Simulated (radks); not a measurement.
Ag2+, configuration [Kr] 4d9 (the NIST ground configuration). Method: Dirac Kohn-Sham, AM05, spin-unpolarised, spherical densities, point nucleus; open shells fill j = l - 1/2 first; computed with a radial shooting solver on a logarithmic mesh with Libxc functionals. Some entries of the table are withheld. Estimate them.

| orbital | occ. | eigenvalue (hartree) | <r^2> (bohr^2) |
|---|---|---|---|
| 1s1/2 | 2 | -930.0823 | 0.001310 |
| 2s1/2 | 2 | -137.6458 | 0.02143 |
| 2p1/2 | 2 | (1) | 0.01601 |
| 2p3/2 | 4 | (2) | 0.01734 |
| 3s1/2 | 2 | -25.89759 | 0.1557 |
| 3p1/2 | 2 | -22.06619 | 0.1510 |
| 3p3/2 | 4 | -20.93063 | 0.1601 |
| 3d3/2 | 4 | -14.13507 | 0.1410 |
| 3d5/2 | 6 | -13.90613 | 0.1438 |
| 4s1/2 | 2 | -4.31053 | 0.9385 |
| 4p1/2 | 2 | -3.09984 | 1.088 |
| 4p3/2 | 4 | -2.90986 | 1.158 |
| 4d3/2 | 4 | -1.07393 | 2.020 |
| 4d5/2 | 5 | -1.05112 | 2.073 |
| 5s1/2 | 0 | -0.75854 | 7.139 |
| 5p1/2 | 0 | (3) | 10.30 |
| 5p3/2 | 0 | (4) | 10.88 |

Answer. 
(1) 2p1/2 eigenvalue (hartree): -128.0149
(2) 2p3/2 eigenvalue (hartree): -121.5835
(3) 5p1/2 eigenvalue (hartree): -0.53027
(4) 5p3/2 eigenvalue (hartree): -0.51328
